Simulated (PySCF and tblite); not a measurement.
Values are calculated unless marked as measured or tabulated.
C3H7Br, numbered as in [CH3:1][CH2:2][CH2:3][Br:4].

Level: PBE0-D3(BJ)/def2-TZVP//PBE0-D3(BJ)/def2-SVP, thermal terms from GFN2-xTB, symmetry numbers and mirror pairs counted. Conformers within 4 kcal/mol (GFN2-xTB free energy) were kept, 7 at most. Couplings: B3LYP/pcSseg-1 with pcJ-1 on H (gas phase; spin-dipole term only for pairs with B, N, F, Si or P). Couplings are for ¹H; a prime marks the second kind of pair between the same two sets of atoms. (PySCF 2.14, tblite 0.8.)

Torsions listed: C1–C2–C3–Br4. Of a mirror pair one member is shown.

```
conformer  shape  weight %
        1    65°      70.1
        2   180°      29.9
```

(1) Give the couplings in each conformer and the averages at 298.15 K (pairs that fast motion interchanges averaged).

Spin–orbit effects of the heavy atoms on shieldings are missing.

Results:

(1) 
```json
{"coupling": "²J(H1,H1)", "pairs": "3", "1": "-14.1", "2": "-14.3", "average (Hz)": "-14.2"}
{"coupling": "³J(H1,H2)", "pairs": "6", "1": "8.2", "2": "8.5", "average (Hz)": "8.2"}
{"coupling": "²J(H2,H2)", "pairs": "1", "1": "-16.2", "2": "-14.4", "average (Hz)": "-15.7"}
{"coupling": "³J(H2,H3)", "pairs": "2", "1": "3.4", "2": "15.2", "average (Hz)": "6.9"}
{"coupling": "³J(H2,H3′)", "pairs": "2", "1": "9.6", "2": "5.5", "average (Hz)": "8.4"}
{"coupling": "²J(H3,H3)", "pairs": "1", "1": "-11.1", "2": "-10.8", "average (Hz)": "-11.0"}
```
